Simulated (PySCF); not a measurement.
## Exercise with solution: oscillator strength and radiative lifetime

B(CF3)(H)(OH) (CH2BF3O), SMILES OBC(F)(F)F.

Geometry: PBE0-D3(BJ)/def2-SVP. The structure was generated by enumeration, and PubChem lists no compound with its InChIKey, so it may never have been made. One conformer was computed; it need not be the lowest.

TDA-B3LYP/def2-SVPD in PySCF puts the first singlet state with f over 0.02 at 9.34 eV (vertical), with the transition dipole (0.000, 0.000, 0.415) in atomic units.

Q: Find the oscillator strength, the wavelength and the radiative lifetime that this transition would have in vacuum if emission retraced absorption.

A: 
|μ|² = 0.1722 au, so |μ| = 1.05 D. ΔE = 9.34/27.211 = 0.3432 hartree. f = (2/3) ΔE |μ|² = 0.039 (the program prints 0.039).
λ = 1239.84/9.34 = 133 nm; ν = 75332 cm⁻¹.
Einstein's coefficient A = 0.6670 ν² f s⁻¹ (ν in cm⁻¹) = 1.5e8 s⁻¹, so τ = 1/A = 6.7 ns. This state is S5; the lower singlets have f = 0.000, 0.000, 0.014, 0.001. The figure is the radiative limit of this one transition; relaxation, internal conversion, crossing to triplets and a medium change what is measured.
